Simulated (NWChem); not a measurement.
System: methylammonium (CH₆N cation); SMILES C[NH3+]

Program: NWChem. Structure relaxed at the B3LYP/6-31G* (spherical d) level. Level: PBE/def2-SVP with SMD (1 M gas to 1 M solution), gas-phase geometry. Reactions with the solvent are ignored.

Q: Order these by “solvation free energy (kcal/mol)”, lowest first: water; 1,4-dioxane; 1-octanol.

A: water (-72.5), 1-octanol (-68.1), 1,4-dioxane (-40.9)
